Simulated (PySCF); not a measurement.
C5H8O (SMILES C[C@@H]1CCC1=O), singlet, at a GFN2-xTB geometry; PySCF with DF-B3LYP/pcseg-2.

Here is a job for PySCF.
```python
from pyscf import gto, scf, dft

mol = gto.M(
    atom='''
C    -1.893828    0.033962    0.441996
C    -0.646043   -0.404866   -0.308893
C     0.309954   -1.382612    0.410627
C     1.462079   -0.370298    0.275530
C     0.487538    0.607893   -0.344514
O     0.567897    1.748765   -0.694737
H    -2.601298   -0.789232    0.517087
H    -2.370116    0.860439   -0.079837
H    -1.635683    0.364607    1.445751
H    -0.919213   -0.731127   -1.315184
H     0.469067   -2.328782   -0.100871
H     0.022498   -1.580421    1.440616
H     1.912353   -0.024793    1.204456
H     2.261025   -0.665285   -0.402605
''',
    basis='pcseg-2',
    charge=0,
    spin=0,
    verbose=4,
    max_memory=1800,
)

mf = dft.RKS(mol)
mf.xc = 'b3lyp'
mf = mf.density_fit(auxbasis='def2-universal-jkfit')
mf.kernel()
```

**Question.** Write the output that PySCF gives for this input, abridged.

**Answer.** 
```
PySCF version 2.14.0

[INPUT] verbose = 4
[INPUT] num. atoms = 14
[INPUT] num. electrons = 46
[INPUT] charge = 0
[INPUT] spin (= nelec alpha-beta = 2S) = 0
[INPUT] symmetry False subgroup None
[INPUT] Mole.unit = angstrom
[INPUT] Symbol           X                Y                Z      unit          X                Y                Z       unit  Magmom
[INPUT]  1 C     -1.893828000000   0.033962000000   0.441996000000 AA   -3.578816247033   0.064178878642   0.835251388153 Bohr   0.0
[INPUT]  2 C     -0.646043000000  -0.404866000000  -0.308893000000 AA   -1.220844334692  -0.765085857148  -0.583723171795 Bohr   0.0
[INPUT]  3 C      0.309954000000  -1.382612000000   0.410627000000 AA    0.585728171213  -2.612758016537   0.775972569352 Bohr   0.0
[INPUT]  4 C      1.462079000000  -0.370298000000   0.275530000000 AA    2.762928882478  -0.699761804474   0.520676239101 Bohr   0.0
[INPUT]  5 C      0.487538000000   0.607893000000  -0.344514000000 AA    0.921313295318   1.148751283040  -0.651037106078 Bohr   0.0
[INPUT]  6 O      0.567897000000   1.748765000000  -0.694737000000 AA    1.073169796962   3.304686906225  -1.312862658602 Bohr   0.0
[INPUT]  7 H     -2.601298000000  -0.789232000000   0.517087000000 AA   -4.915740788379  -1.491432328743   0.977152812573 Bohr   0.0
[INPUT]  8 H     -2.370116000000   0.860439000000  -0.079837000000 AA   -4.478870123450   1.625994056895  -0.150870064607 Bohr   0.0
[INPUT]  9 H     -1.635683000000   0.364607000000   1.445751000000 AA   -3.090992896607   0.689007373099   2.732073434316 Bohr   0.0
[INPUT] 10 H     -0.919213000000  -0.731127000000  -1.315184000000 AA   -1.737060820140  -1.381629792275  -2.485337563410 Bohr   0.0
[INPUT] 11 H      0.469067000000  -2.328782000000  -0.100871000000 AA    0.886408164071  -4.400760183817  -0.190618563911 Bohr   0.0
[INPUT] 12 H      0.022498000000  -1.580421000000   1.440616000000 AA    0.042515058350  -2.986562851511   2.722369690666 Bohr   0.0
[INPUT] 13 H      1.912353000000  -0.024793000000   1.204456000000 AA    3.613823423490  -0.046851979806   2.276091969089 Bohr   0.0
[INPUT] 14 H      2.261025000000  -0.665285000000  -0.402605000000 AA    4.272718010795  -1.257206444781  -0.760813186381 Bohr   0.0

nuclear repulsion = 234.034140495954
number of shells = 48
number of NR pGTOs = 412
number of NR cGTOs = 292
basis = pcseg-2
ecp = {}

******** <class 'pyscf.df.df_jk.DFRKS'> ********
method = DFRKS
initial guess = minao
damping factor = 0
level_shift factor = 0
DIIS = <class 'pyscf.scf.diis.CDIIS'>
diis_start_cycle = 1
diis_space = 8
diis_damp = 0
SCF conv_tol = 1e-09
SCF conv_tol_grad = None
SCF max_cycles = 50
direct_scf = False
XC library pyscf.dft.libxc version 7.1.2
    S. Lehtola, C. Steigemann, M. J. T. Oliveira, and M. A. L. Marques,  SoftwareX 7, 1–5 (2018)
XC functionals = b3lyp
    P. J. Stephens, F. J. Devlin, C. F. Chabalowski, and M. J. Frisch,  J. Phys. Chem. 98, 11623 (1994)
radial grids:
    Treutler-Ahlrichs [JCP 102, 346 (1995); DOI:10.1063/1.469408] (M4) radial grids

becke partition: Becke, JCP 88, 2547 (1988); DOI:10.1063/1.454033
pruning grids: <function nwchem_prune>
grids dens level: 3
symmetrized grids: False
atomic radii adjust function: <function treutler_atomic_radii_adjust>
small_rho_cutoff = 0
Set gradient conv threshold to 3.16228e-05
Initial guess from minao.
tot grids = 163136
******** <class 'pyscf.df.df.DF'> ********
auxbasis = def2-universal-jkfit
init E= -271.324120816342
  HOMO = -0.314071997763367  LUMO = -0.108640496816507  gap/eV = 5.59008
cycle= 1 E= -270.51119922281  delta_E= 0.813  |g|= 0.839  |ddm|= 2.75
  HOMO = -0.0982616430746628  LUMO = 0.00439340750213013  gap/eV = 2.79339
cycle= 2 E= -270.049479813543  delta_E= 0.462  |g|= 1.75  |ddm|= 3.12
  HOMO = -0.239813280146814  LUMO = -0.028606865349051  gap/eV = 5.74722
cycle= 3 E= -270.639660220391  delta_E= -0.59  |g|= 0.245  |ddm|= 2.58
  HOMO = -0.254571817102844  LUMO = -0.0412762939332989  gap/eV = 5.80407
cycle= 4 E= -270.652985575314  delta_E= -0.0133  |g|= 0.0677  |ddm|= 0.244
  HOMO = -0.251327843476329  LUMO = -0.0370192923300294  gap/eV = 5.83163
cycle= 5 E= -270.654049290691  delta_E= -0.00106  |g|= 0.0114  |ddm|= 0.0607
  HOMO = -0.251087044523926  LUMO = -0.0362831697305825  gap/eV = 5.84511
cycle= 6 E= -270.654074106124  delta_E= -2.48e-05  |g|= 0.00445  |ddm|= 0.0131
  HOMO = -0.251343935912004  LUMO = -0.0364223241467947  gap/eV = 5.84831
cycle= 7 E= -270.654078410921  delta_E= -4.3e-06  |g|= 0.000994  |ddm|= 0.0044
  HOMO = -0.25142217655308  LUMO = -0.0364481499140403  gap/eV = 5.84974
cycle= 8 E= -270.654078608209  delta_E= -1.97e-07  |g|= 0.000302  |ddm|= 0.00132
  HOMO = -0.251429683141838  LUMO = -0.0364423510285228  gap/eV = 5.85010
cycle= 9 E= -270.654078629205  delta_E= -2.1e-08  |g|= 5.42e-05  |ddm|= 0.000403
  HOMO = -0.25143335978523  LUMO = -0.0364462362537701  gap/eV = 5.85010
cycle= 10 E= -270.654078629773  delta_E= -5.68e-10  |g|= 2.67e-05  |ddm|= 8.02e-05
  HOMO = -0.251432093963251  LUMO = -0.0364438834888379  gap/eV = 5.85013
Extra cycle  E= -270.654078629656  delta_E= 1.17e-10  |g|= 3.5e-05  |ddm|= 5.24e-05
converged SCF energy = -270.654078629656
```
